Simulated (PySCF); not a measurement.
Cl₂Se, singlet, at a GFN2-xTB geometry; TPSS/6-31G* (PySCF).

The PySCF input:
```python
from pyscf import gto, scf, dft

mol = gto.Mole()
mol.atom = '''
Se
Cl 1 2.135783
Cl 1 2.135783 2 99.994420
'''
mol.basis = '6-31g*'
mol.charge = 0
mol.spin = 0
mol.verbose = 4
mol.build()

mf = dft.RKS(mol)
mf.xc = 'tpss'
mf.kernel()
```

**Question.** Predict the main parts of the log of this PySCF run.

**Answer.** 
```
PySCF version 2.14.0

[INPUT] verbose = 4
[INPUT] num. atoms = 3
[INPUT] num. electrons = 68
[INPUT] charge = 0
[INPUT] spin (= nelec alpha-beta = 2S) = 0
[INPUT] symmetry False subgroup None
[INPUT] Mole.unit = angstrom
[INPUT] Symbol           X                Y                Z      unit          X                Y                Z       unit  Magmom
[INPUT]  1 Se     0.000000000000   0.000000000000   0.000000000000 AA    0.000000000000   0.000000000000   0.000000000000 Bohr   0.0
[INPUT]  2 Cl     2.135783000000   0.000000000000   0.000000000000 AA    4.036044931502   0.000000000000   0.000000000000 Bohr   0.0
[INPUT]  3 Cl    -0.370669981544   0.000000000000   2.103371766443 AA   -0.700464747716   0.000000000000   3.974796576721 Bohr   0.0

nuclear repulsion = 333.157604557673
number of shells = 28
number of NR pGTOs = 197
number of NR cGTOs = 68
basis = 6-31g*
ecp = {}

******** <class 'pyscf.dft.rks.RKS'> ********
method = RKS
initial guess = minao
damping factor = 0
level_shift factor = 0
DIIS = <class 'pyscf.scf.diis.CDIIS'>
diis_start_cycle = 1
diis_space = 8
diis_damp = 0
SCF conv_tol = 1e-09
SCF conv_tol_grad = None
SCF max_cycles = 50
direct_scf = True
direct_scf_tol = 1e-13
XC library pyscf.dft.libxc version 7.1.2
    S. Lehtola, C. Steigemann, M. J. T. Oliveira, and M. A. L. Marques,  SoftwareX 7, 1–5 (2018)
XC functionals = tpss
    J. Tao, J. P. Perdew, V. N. Staroverov, and G. E. Scuseria,  Phys. Rev. Lett. 91, 146401 (2003)
    J. P. Perdew, J. Tao, V. N. Staroverov, and G. E. Scuseria,  J. Chem. Phys. 120, 6898 (2004)
    J. Tao, J. P. Perdew, V. N. Staroverov, and G. E. Scuseria,  Phys. Rev. Lett. 91, 146401 (2003)
    J. P. Perdew, J. Tao, V. N. Staroverov, and G. E. Scuseria,  J. Chem. Phys. 120, 6898 (2004)
radial grids:
    Treutler-Ahlrichs [JCP 102, 346 (1995); DOI:10.1063/1.469408] (M4) radial grids

becke partition: Becke, JCP 88, 2547 (1988); DOI:10.1063/1.454033
pruning grids: <function nwchem_prune>
grids dens level: 3
symmetrized grids: False
atomic radii adjust function: <function treutler_atomic_radii_adjust>
small_rho_cutoff = 0
Set gradient conv threshold to 3.16228e-05
Initial guess from minao.
tot grids = 58184
init E= -3321.01134137644
  HOMO = -0.233847626628751  LUMO = -0.129466093374638  gap/eV = 2.84037
cycle= 1 E= -3321.55755687796  delta_E= -0.546  |g|= 0.367  |ddm|= 2.34
  HOMO = -0.22193877998773  LUMO = -0.132109623510736  gap/eV = 2.44438
cycle= 2 E= -3321.47194456355  delta_E= 0.0856  |g|= 0.653  |ddm|= 1.17
  HOMO = -0.206649357655237  LUMO = -0.118045435012759  gap/eV = 2.41104
cycle= 3 E= -3321.58456379555  delta_E= -0.113  |g|= 0.0704  |ddm|= 0.919
  HOMO = -0.215235337621387  LUMO = -0.123363683518615  gap/eV = 2.49996
cycle= 4 E= -3321.58646649597  delta_E= -0.0019  |g|= 0.0132  |ddm|= 0.136
  HOMO = -0.215440295513568  LUMO = -0.123631421084972  gap/eV = 2.49825
cycle= 5 E= -3321.58652384199  delta_E= -5.73e-05  |g|= 0.00251  |ddm|= 0.0182
  HOMO = -0.21497483764173  LUMO = -0.123150489183481  gap/eV = 2.49867
cycle= 6 E= -3321.586525227  delta_E= -1.39e-06  |g|= 0.000403  |ddm|= 0.00419
  HOMO = -0.214976084187007  LUMO = -0.123173052664114  gap/eV = 2.49809
cycle= 7 E= -3321.58652527113  delta_E= -4.41e-08  |g|= 9.41e-05  |ddm|= 0.000547
  HOMO = -0.214974989313865  LUMO = -0.123170985249145  gap/eV = 2.49811
cycle= 8 E= -3321.5865252736  delta_E= -2.47e-09  |g|= 1.57e-05  |ddm|= 0.000131
  HOMO = -0.214976395445983  LUMO = -0.123172827932222  gap/eV = 2.49810
cycle= 9 E= -3321.58652527368  delta_E= -7.82e-11  |g|= 1.4e-06  |ddm|= 2.34e-05
  HOMO = -0.21497631630745  LUMO = -0.123172699179335  gap/eV = 2.49810
Extra cycle  E= -3321.58652527368  delta_E= -9.09e-13  |g|= 1.26e-06  |ddm|= 3.44e-06
converged SCF energy = -3321.58652527368
```
